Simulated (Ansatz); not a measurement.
Ideal-gas functions of `BC([SiH3])=S` at 800 K and 1 bar, from an Ansatz frequency run at PBE0-D4/def2-TZVP.

Molar mass 88.02 g/mol, point group Cs (symmetry number 1), electronic degeneracy 1, moments of inertia 52.883, 185.041, 227.592 u Å². Harmonic wavenumbers (cm⁻¹, unscaled): 85, 169, 221, 280, 512, 581, 638, 694, 815, 892, 898, 926, 937, 999, 1153, 1243, 2235, 2244, 2254, 2561, 2647.

Use S(trans) = R[1.5 ln M + 2.5 ln T − 1.1517]; rotational temperatures θ = 24.2544 K / I; S(rot) = R[ln(√π/σ · √(T³/θAθBθC)) + 1.5]; for each mode x = 1.438777 ν̃/T, S = R[x/(eˣ − 1) − ln(1 − e⁻ˣ)] and H = RT x/(eˣ − 1); 1 cm⁻¹ = 0.0119627 kJ/mol; R = 8.31446 J/(mol·K).

By hand: the entropy, in J/(mol·K).

Translation 185.2. Rotation: θ = 0.4586, 0.1311, 0.1066 K, giving 121.6. Vibration, mode by mode: 23.94, 18.25, 16.04, 14.11, 9.29, 8.32, 7.61, 6.99, 5.84, 5.22, 5.18, 4.97, 4.89, 4.48, 3.60, 3.17, 0.76, 0.75, 0.74, 0.47, 0.41, in all 145.0. Electronic 0.0. Sum 451.8 J/(mol·K).

By hand: H − E and G − E in kJ/mol, counted from the electronic energy.

Zero-point energy ½ × 22984 × 0.0119627 = 137.5; thermal vibration 58.7; translation, rotation and pV give 4 RT = 26.6. H − E = 222.8 kJ/mol, and G − E = 222.8 − 800 × 451.8/1000 = -138.6 kJ/mol.

Vibration gives 32 % of the entropy, 23.9 J/(mol·K) of it from the mode under 150 cm⁻¹: soft modes count most, and the harmonic formula is weakest for them.
